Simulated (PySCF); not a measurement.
SMILES C[Si](C)([SiH2][SiH2]SC)C (C4H16SSi3) (GFN2-xTB optimised geometry):

```
24

C     -3.743    -0.754     0.942
S     -2.041    -1.060     0.398
Si    -1.093    -1.419     2.308
Si     1.145    -1.790     1.869
Si     2.016    -0.677     0.000
C      3.929    -0.677     0.000
C      1.406     1.134     0.000
C      1.391    -1.517    -1.595
H     -4.123    -1.632     1.455
H     -4.332    -0.557     0.052
H     -3.762     0.109     1.601
H     -1.914    -2.478     2.907
H     -1.438    -0.225     3.090
H      1.825    -1.445     3.130
H      1.339    -3.249     1.791
H      4.321    -0.183     0.884
H      4.322    -1.690    -0.008
H      4.332    -0.163    -0.869
H      1.708     1.661     0.901
H      0.322     1.167    -0.056
H      1.794     1.690    -0.849
H      1.732    -2.546    -1.667
H      0.305    -1.528    -1.612
H      1.727    -0.996    -2.488
```

Level of theory: PBE0/def2-SVP in PySCF 2.14.0.

Problem. What are the frontier orbital energies and the dipole moment?

Solution. HOMO-2 -8.16 eV, HOMO-1 -7.82 eV, HOMO -6.54 eV, LUMO -0.32 eV, LUMO+1 0.09 eV; dipole moment 0.54 D.

Meta-Löwdin charges at PBE0/def2-SVP: C1 -0.34, S2 -0.22, Si3 0.33, Si4 0.07, Si5 0.68, C6 -0.54, C7 -0.54, C8 -0.54, H9 0.12, H10 0.13, H11 0.12, H12 -0.09, H13 -0.09, H14 -0.07, H15 -0.06, H16 0.11, H17 0.11, H18 0.12, H19 0.11, H20 0.12, H21 0.11, H22 0.11, H23 0.12, H24 0.11.
